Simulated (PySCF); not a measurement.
PySCF input file for IrO₂, SMILES [O]=[Ir]=[O] (connectivity only; charge and spin as stated), neutral, multiplicity 2, TDA-PBE/def2-TZVPD. Coordinates come from a r2SCAN-D4/def2-TZVP optimisation. The geometry has at least one imaginary mode, so it is a saddle point at that level. The multiplicity is an assumed one; other spin states were not compared. The def2 effective core potentials stand for the cores of Ir; spin–orbit coupling is left out.

```python
import numpy as np
from pyscf import gto, scf, dft, tdscf

mol = gto.M(
    atom='''
    Ir    0.00000000    0.00000000    0.00000000
    O     0.00000000    0.00000000   -1.69845687
    O     0.00000000    0.00000000    1.69845687
    ''',
    basis='def2-TZVPD',
    ecp={'Ir': 'def2-tzvp'},
    charge=0,
    spin=1,
    max_memory=1600,
    verbose=4,
)
mf = dft.UKS(mol, xc='pbe').density_fit(auxbasis='def2-universal-jkfit')
mf.grids.level = 3
mf.conv_tol = 1e-9
mf.max_cycle = 100
mf.kernel()
fine, coarse = mf.grids, dft.Grids(mol).set(level=1).build(with_non0tab=True)
for _ in range(3):  # follow internal instabilities
    mf.grids = coarse
    mo, _, stable, _ = mf.stability(return_status=True, nroots=4)
    mf.grids = fine
    if stable:
        break
    mf.kernel(mf.make_rdm1(mo, mf.mo_occ))
mf.grids = dft.Grids(mol).set(level=1).build(with_non0tab=True)  # coarser grid for the response kernel
td = tdscf.TDA(mf)
td.nstates = 10
td.conv_tol = 1e-4
td.positive_eig_threshold = 1e-6
td.kernel(x0=td.get_init_guess(mf, 15))
td.analyze(verbose=3)
```

Log of the run:

```
PySCF version 2.14.0

[INPUT] verbose = 4
[INPUT] num. atoms = 3
[INPUT] num. electrons = 33
[INPUT] charge = 0
[INPUT] spin (= nelec alpha-beta = 2S) = 1
[INPUT] symmetry False subgroup None
[INPUT] Mole.unit = angstrom
[INPUT] Symbol           X                Y                Z      unit          X                Y                Z       unit  Magmom
[INPUT]  1 Ir     0.000000000000   0.000000000000   0.000000000000 AA    0.000000000000   0.000000000000   0.000000000000 Bohr   0.0
[INPUT]  2 O      0.000000000000   0.000000000000  -1.698456870000 AA    0.000000000000   0.000000000000  -3.209618318686 Bohr   0.0
[INPUT]  3 O      0.000000000000   0.000000000000   1.698456870000 AA    0.000000000000   0.000000000000   3.209618318686 Bohr   0.0

nuclear repulsion = 94.7153118581575
number of shells = 43
number of NR pGTOs = 179
number of NR cGTOs = 123
basis = def2-TZVPD
ecp = {'Ir': 'def2-tzvp'}


******** <class 'pyscf.df.df_jk.DFUKS'> ********
method = DFUKS
initial guess = minao
damping factor = 0
level_shift factor = 0
DIIS = <class 'pyscf.scf.diis.CDIIS'>
diis_start_cycle = 1
diis_space = 8
diis_damp = 0
SCF conv_tol = 1e-09
SCF conv_tol_grad = None
SCF max_cycles = 100
direct_scf = False
number electrons alpha = 17  beta = 16
XC library pyscf.dft.libxc version 7.1.2
    S. Lehtola, C. Steigemann, M. J. T. Oliveira, and M. A. L. Marques,  SoftwareX 7, 1–5 (2018)
XC functionals = pbe
    J. P. Perdew, K. Burke, and M. Ernzerhof,  Phys. Rev. Lett. 77, 3865 (1996)
    J. P. Perdew, K. Burke, and M. Ernzerhof,  Phys. Rev. Lett. 78, 1396 (1997)
    J. P. Perdew, K. Burke, and M. Ernzerhof,  Phys. Rev. Lett. 77, 3865 (1996)
    J. P. Perdew, K. Burke, and M. Ernzerhof,  Phys. Rev. Lett. 78, 1396 (1997)
radial grids:
    Treutler-Ahlrichs [JCP 102, 346 (1995); DOI:10.1063/1.469408] (M4) radial grids

becke partition: Becke, JCP 88, 2547 (1988); DOI:10.1063/1.454033
pruning grids: <function nwchem_prune>
grids dens level: 3
symmetrized grids: False
atomic radii adjust function: <function treutler_atomic_radii_adjust>
small_rho_cutoff = 0
Set gradient conv threshold to 3.16228e-05
tot grids = 52472
init E= -237.529869135729
  alpha nocc = 17  HOMO = -0.528071825277426  LUMO = -0.48189758751064
  beta  nocc = 16  HOMO = -0.585559004048034  LUMO = -0.528071825277422

WARN: HOMO -0.528071825277426 >= LUMO -0.528071825277422

cycle= 1 E= -254.572489351171  delta_E=  -17  |g|= 0.672  |ddm|= 7.77
  alpha nocc = 17  HOMO = -0.127892477644469  LUMO = -0.0492771891393632
  beta  nocc = 16  HOMO = -0.17207782667746  LUMO = -0.123940591561553
  HOMO = -0.127892477644  LUMO = -0.123940591562  gap/eV = 0.10754
cycle= 2 E= -252.466219286926  delta_E= 2.11  |g|= 2.23  |ddm|= 2.22
  alpha nocc = 17  HOMO = -0.203069579272964  LUMO = -0.112835516562767

WARN: beta  nocc = 16  HOMO -0.185188662076948 >= LUMO -0.185188629303271


WARN: HOMO -0.185188662076948 >= LUMO -0.185188629303271

cycle= 3 E= -254.486918298156  delta_E= -2.02  |g|= 0.726  |ddm|=  1.6
  alpha nocc = 17  HOMO = -0.278141402367957  LUMO = -0.195289442780927
  beta  nocc = 16  HOMO = -0.285252369982441  LUMO = -0.25452714318515
  HOMO = -0.278141402368  LUMO = -0.254527143185  gap/eV = 0.64258
cycle= 4 E= -254.732618059486  delta_E= -0.246  |g|= 0.124  |ddm|= 1.48
  alpha nocc = 17  HOMO = -0.272066147633563  LUMO = -0.170563553940804
  beta  nocc = 16  HOMO = -0.272996157319489  LUMO = -0.243871336015506
  HOMO = -0.272066147634  LUMO = -0.243871336016  gap/eV = 0.76722
cycle= 5 E= -254.7382428524  delta_E= -0.00562  |g|= 0.0513  |ddm|= 0.112
  alpha nocc = 17  HOMO = -0.26837241429412  LUMO = -0.167982464434259
  beta  nocc = 16  HOMO = -0.267486306460213  LUMO = -0.238642060454001
  HOMO = -0.26748630646  LUMO = -0.238642060454  gap/eV = 0.78489
cycle= 6 E= -254.739288835385  delta_E= -0.00105  |g|= 0.0103  |ddm|= 0.0277
  alpha nocc = 17  HOMO = -0.268276278656469  LUMO = -0.167535961415671
  beta  nocc = 16  HOMO = -0.26726310316308  LUMO = -0.237888863931722
  HOMO = -0.267263103163  LUMO = -0.237888863932  gap/eV = 0.79931
cycle= 7 E= -254.739323637738  delta_E= -3.48e-05  |g|= 0.00391  |ddm|= 0.00888
  alpha nocc = 17  HOMO = -0.268090586739632  LUMO = -0.167344304477942
  beta  nocc = 16  HOMO = -0.267136402201513  LUMO = -0.237613247615457
  HOMO = -0.267136402202  LUMO = -0.237613247615  gap/eV = 0.80337
cycle= 8 E= -254.739329563577  delta_E= -5.93e-06  |g|= 0.000445  |ddm|= 0.00231
  alpha nocc = 17  HOMO = -0.26806703782951  LUMO = -0.167327638700411
  beta  nocc = 16  HOMO = -0.267102597286558  LUMO = -0.237578233371252
  HOMO = -0.267102597287  LUMO = -0.237578233371  gap/eV = 0.80340
cycle= 9 E= -254.739329641941  delta_E= -7.84e-08  |g|= 3.34e-05  |ddm|= 0.000337
  alpha nocc = 17  HOMO = -0.268067504713073  LUMO = -0.167330611997694
  beta  nocc = 16  HOMO = -0.267105775165299  LUMO = -0.237580528352765
  HOMO = -0.267105775165  LUMO = -0.237580528353  gap/eV = 0.80342
cycle= 10 E= -254.739329642596  delta_E= -6.56e-10  |g|= 1.46e-05  |ddm|= 4.33e-05
  alpha nocc = 17  HOMO = -0.268064091939472  LUMO = -0.167329128650889
  beta  nocc = 16  HOMO = -0.267100711304506  LUMO = -0.237577490208182
  HOMO = -0.267100711305  LUMO = -0.237577490208  gap/eV = 0.80337
Extra cycle  E= -254.739329641118  delta_E= 1.48e-09  |g|= 6.55e-05  |ddm|= 4.71e-05
converged SCF energy = -254.739329641118  <S^2> = 0.75186317  2S+1 = 2.0018623
tot grids = 19296
uhf_internal: lowest eigs of H = [0.14305503 0.15303515 0.15304122 0.15764177]
<class 'pyscf.df.df_jk.DFUKS'> wavefunction is stable in the internal stability analysis
tot grids = 19296
Overwritten attributes  positive_eig_threshold  of <class 'pyscf.tdscf.uks.TDA'>


******** <class 'pyscf.tdscf.uks.TDA'> for <class 'pyscf.df.df_jk.DFUKS'> ********
nstates = 10
deg_eia_thresh = 1.000e-03
wfnsym = None
conv_tol = 0.0001
eigh lindep = 1e-12
eigh level_shift = 0
eigh max_cycle = 100


Excitation energies (eV)
[0.91902735 0.91904206 2.00779506 2.44804416 2.44804416 2.47688173
 2.47688173 2.59862374 2.59862375 2.66644474]

** Excitation energies and oscillator strengths **
Excited State   1:      0.91903 eV   1349.08 nm  f=0.0000
Excited State   2:      0.91904 eV   1349.06 nm  f=0.0000
Excited State   3:      2.00780 eV    617.51 nm  f=0.0037
Excited State   4:      2.44804 eV    506.46 nm  f=0.0000
Excited State   5:      2.44804 eV    506.46 nm  f=0.0000
Excited State   6:      2.47688 eV    500.57 nm  f=0.0000
Excited State   7:      2.47688 eV    500.57 nm  f=0.0000
Excited State   8:      2.59862 eV    477.11 nm  f=0.0034
Excited State   9:      2.59862 eV    477.11 nm  f=0.0034
Excited State  10:      2.66644 eV    464.98 nm  f=0.0000
```

The calculation finished and met its thresholds.

Cost: about 40 core-seconds (a rough figure).
